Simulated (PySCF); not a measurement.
## [Er(H2O)]3+ relaxed at several levels

Computed with PySCF 2.14.0, def2-SVP on the ligands, density fitting, scalar-relativistic core potentials, no spin-orbit coupling, vacuum. Each row is relaxed at its own level from the same template. Distances are means of the shortest metal–ligand contacts, charges and spins Mulliken's; removal energies are rigid, with the ligand's formal charge and no counterpoise, so too large; for an anion taken off a cation in vacuum most of it is the attraction of opposite charges, and multiply charged cations can part far more cheaply with an electron moved from ligand to metal. lcecp potentials hold a fixed number of 4f electrons in the core, out of states, spins and gaps.

| level | basis on the metal | point group | M–H2O (Å) | charge on M (e) | removal of one H2O (eV) | strongest infrared band, degenerate modes summed (cm⁻¹) | unstable modes (below −25 cm⁻¹) |
| --- | --- | --- | --- | --- | --- | --- | --- |
| BP86 | lcecp-1-SVP with ECP57 | C2v | 2.151 | 2.48 | 5.54 | – | not given |
| PBE0 | lcecp-1-SVP with ECP57 | C2v | 2.144 | 2.54 | 5.39 | 3374 | 0 |

Question: What does the calculation give for PBE, lcecp-1-SVP with ECP57?

Answer: point group: C2v, M–H2O (Å): 2.150, charge on M (e): 2.48, removal of one H2O (eV): 5.64, strongest infrared band, degenerate modes summed (cm⁻¹): 3219, unstable modes (below −25 cm⁻¹): 0.
```xyz
4

Er    0.0000    0.0000   -0.0641
O     0.0000    0.0000    2.0860
H     0.7908    0.0000    2.7255
H    -0.7908    0.0000    2.7255
```

One start shape was tried for each, so a minimum needn't be the lowest isomer.
